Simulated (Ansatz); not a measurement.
Compare A (`CN(C)[SiH2]O`) with its isomer B (`C[SiH2]C(N)O`).

Program: Ansatz. Geometries: PBE0-D4/def2-TZVP. ΔE: electronic, gas phase. CCSD(T)/CBS adds triple-zeta CCSD(T) − MP2 to the extrapolated MP2 energy (def2 sets, frozen cores). Functionals use def2-TZVPP. B3LYP here is the variant with VWN-RPA as its local correlation; programs differ in this. One conformer a species, not always the lowest.

A:

Z-matrix (Å, degrees):
```
C
N 1 1.443
H 1 1.092 2 110.5
H 1 1.099 2 112.2 3 120.3
H 1 1.098 2 110.8 3 -119.4
C 2 1.441 1 113.8 3 177.2
Si 2 1.707 1 121.6 3 -14.6
H 6 1.100 2 112.3 1 61.5
H 6 1.092 2 110.5 1 -177.8
H 6 1.098 2 110.8 1 -58.5
O 7 1.652 2 117.3 1 -73.1
H 7 1.487 2 105.3 1 164.8
H 7 1.480 2 108.5 1 42.4
H 11 0.958 7 117.7 2 -68.5
```

B:

Z-matrix (Å, degrees):
```
C
Si 1 1.866
H 1 1.092 2 109.7
H 1 1.093 2 110.9 3 119.4
H 1 1.092 2 111.3 3 -120.3
C 2 1.905 1 113.3 3 -57.0
H 2 1.493 1 111.0 3 -177.5
H 2 1.492 1 111.2 3 62.6
O 6 1.415 2 106.4 1 48.9
N 6 1.449 2 114.4 1 170.3
H 6 1.101 2 109.9 1 -70.4
H 9 0.965 6 106.1 2 163.6
H 10 1.010 6 112.2 2 87.9
H 10 1.013 6 112.6 2 -35.3
```

Question: Which is lower in electronic energy at CCSD(T)/CBS, and by how much? (An estimate is asked.)

Answer: Ansatz gave: A, by 39.9 kcal/mol.

Question: Give E(B) − E(A) in kcal/mol with B2PLYP, B3LYP, CCSD(T)/def2-TZVPP, HF/def2-TZVPP, CCSD/def2-TZVPP, LDA (SPW92), PBE0-D4. (An estimate is asked.)

Answer: The calculation gave: B2PLYP 40.4, B3LYP 39.1, CCSD(T)/def2-TZVPP 39.9, HF/def2-TZVPP 43.6, CCSD/def2-TZVPP 40.5, LDA (SPW92) 35.7, PBE0-D4 36.8. None reverses the order clearly.

Question: Does the order hold for the free energy at 298.15 K (harmonic terms from PBE0-D4)? (Best estimate.)

Answer: Ansatz gave: Yes: G(B) − G(A) = +39.2 kcal/mol, for one conformer each. Modes under 60 cm⁻¹, often nearly free rotors, make the harmonic entropy too high.

Largest T1 diagnostic: 0.011.

At CCSD(T), def2-SVP lies −2.6 kcal/mol from the extrapolated value and def2-TZVPP −0.0 kcal/mol. From r2SCAN to r2SCAN0 (25 % exact exchange), in def2-TZVPP and without D4, E(B) − E(A) moves by +1.1 kcal/mol.
